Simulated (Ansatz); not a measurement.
`C=[C]1[O][Al]1[CH3]`. Charge 0, multiplicity 1.

| atom | x (Å) | y (Å) | z (Å) |
| --- | --- | --- | --- |
| C1 | 0.850 | 2.490 | 0.512 |
| C2 | 0.534 | 1.253 | 0.168 |
| O3 | 1.213 | 0.433 | -0.770 |
| Al4 | -0.127 | -0.450 | -0.126 |
| C5 | -0.984 | -2.172 | -0.257 |
| H6 | 1.706 | 2.995 | 0.073 |
| H7 | 0.254 | 3.019 | 1.244 |
| H8 | -2.043 | -2.117 | 0.004 |
| H9 | -0.508 | -2.884 | 0.423 |
| H10 | -0.896 | -2.568 | -1.272 |

Problem. List the harmonic frequencies (cm⁻¹, unscaled) at PBE0-D4/def2-TZVP in Ansatz. (Best estimate.)

Solution. The calculation gave: 11, 129, 135, 321, 332, 503, 668, 675, 689, 720, 788, 829, 920, 1090, 1221, 1396, 1436, 1439, 1720, 3052, 3135, 3147, 3147, 3251.
